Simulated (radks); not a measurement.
The numbers below are computed, except where a source is named.
All-electron atom: Ti2+ in [Ne] 3s1 3p6 3d2 4p1 (not the ground configuration). Level of theory: Dirac Kohn-Sham, LDA (Slater exchange, Perdew-Zunger correlation), spin-unpolarised, spherical densities, point nucleus; open shells are shared between the two j in proportion to 2j + 1 (a radial shooting solver on a logarithmic mesh with Libxc functionals).

Spin-orbit splittings of the eigenvalues, e(l+1/2) - e(l-1/2), with zeta = 2 splitting/(2l+1) and mean radii in bohr:

| shell | occ. | splitting (eV) | zeta (eV) | <r> j=l-1/2 | <r> j=l+1/2 |
|---|---|---|---|---|---|
| 2p | 6 | ? | ? | 0.2882 | 0.2909 |
| 3p | 6 | 0.7064 | 0.4710 | 1.049 | 1.057 |
| 3d | 2 | 0.06453 | 0.02581 | 1.268 | 1.271 |
| 4p | 1 | 0.08606 | 0.05737 | 3.163 | 3.179 |

Estimate the 2p splitting.

Answer. 5.768 eV (zeta = 3.846 eV).
